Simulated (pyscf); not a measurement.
H₂C=CH–CH₂⁻ (SMILES C=C[CH2-]) → HC⁻=CH–CH₃ (SMILES [CH-]=CC), a hydrogen shift (singlet surface; C–H broken, C–H formed). PySCF, gas phase, ωB97X-D3(BJ)/def2-SVPD geometries. Correlated levels are frozen-core, on RHF or UHF. ΔMP2 is the change of the MP2 total energy from the triple- to the quadruple-zeta basis. Energies in eV from the reactant's lowest minimum found.

Small-basis levels: PySCF, no dispersion term, spherical d functions. AM1 to PM7: differences of heats of formation from MOPAC, which are fitted to 298 K values and so differ in kind from electronic energies by zero-point and thermal terms. GFN2-xTB: tblite. Cost: rough CPU time at the saddle relative to B3LYP/6-31G*, from one job on a shared machine.

| level | barrier | reaction energy | cost |
|---|---|---|---|
| HF/STO-3G | ? | +0.43 | 0.04 |
| HF/6-31G* | 2.96 | +0.54 | 0.07 |
| MP2/6-31G* | 2.43 | +0.68 | 0.09 |
| SVWN5/6-31G* | 2.20 | +0.99 | 0.9 |
| B3LYP/LANL2DZ | 2.70 | +1.10 | 0.8 |
| M06-2X/6-31G* | 2.50 | +0.77 | 2 |
| B3LYP/6-311+G** | 2.64 | +0.80 | 2 |
| PBE/def2-SVP | 2.28 | +0.89 | 1 |
| GFN2-xTB | 2.71 | +1.10 | under 0.02 |
| AM1 | 3.14 | +1.33 | under 0.02 |
| PM6 | ? | +1.79 | under 0.02 |
| PM7 | 3.66 | +1.89 | under 0.02 |
| CCSD(T)/def2-TZVPPD + ΔMP2(QZVPPD) | ? | +0.65 | – |

### Question
Fill in the missing entries.

### Answer

- HF/STO-3G, barrier: 3.65
- PM6, barrier: 3.32
- CCSD(T)/def2-TZVPPD + ΔMP2(QZVPPD), barrier: 2.49

Against the last row the barrier runs from -0.29 (SVWN5/6-31G*) to +1.17 eV (PM7); M06-2X/6-31G* happens to lie closest here (0.00 eV apart). CCSD(T)/def2-TZVPPD + ΔMP2(QZVPPD) has limits of its own. On the reactant side the descent ends in another minimum, of other shape or electronic state, 0.92 eV over the lowest minimum found and 1.71 eV under the saddle at ωB97X-D3(BJ)/def2-TZVPD. At ωB97X-D3(BJ)/def2-TZVPD the barrier from the zero used here is 2.63 eV. One saddle was located; it need not be the lowest between these sides. The CCSD(T) − MP2 part came from Ansatz, without density fitting, on the same reference.
